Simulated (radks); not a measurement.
Values are calculated unless marked as measured or tabulated.
Spin polarisation of the 5d2 shell in the cerium ion Ce+. Start: [Xe] 4f(up 0.5, down 0.5) 5d(up 1, down 1); electrons of 5d are moved from spin down to spin up, other shells keep equal spins. Code: a radial shooting solver on a logarithmic mesh with Libxc functionals. Model: non-relativistic Kohn-Sham, SCAN, spin-polarised, spherical densities, point nucleus; meta-GGA in the generalised Kohn-Sham scheme.

moment (Bohr magnetons)  E - E(0) (eV)  e(5d up) (eV)  e(5d down) (eV)  4f down minus up (eV)  5p down minus up (eV)  5s down minus up (eV)
0                                0.000         -7.220           -7.220                 0.000                  0.000                 0.000
0.5                             -0.048         -7.403           -7.007                  0.082                  0.243                  0.169
1                               -0.200         -7.561           -6.755                  0.162                  0.488                  0.339
1.5                             -0.455         -7.698           -6.438                  0.243                  0.740                  0.514

At moment 1.5 the spin-polarisation energy is -0.455 eV and the 5d exchange splitting 1.259 eV, that is 0.839 eV per Bohr magneton; E = -I m^2/4 would give I = 0.808 eV.
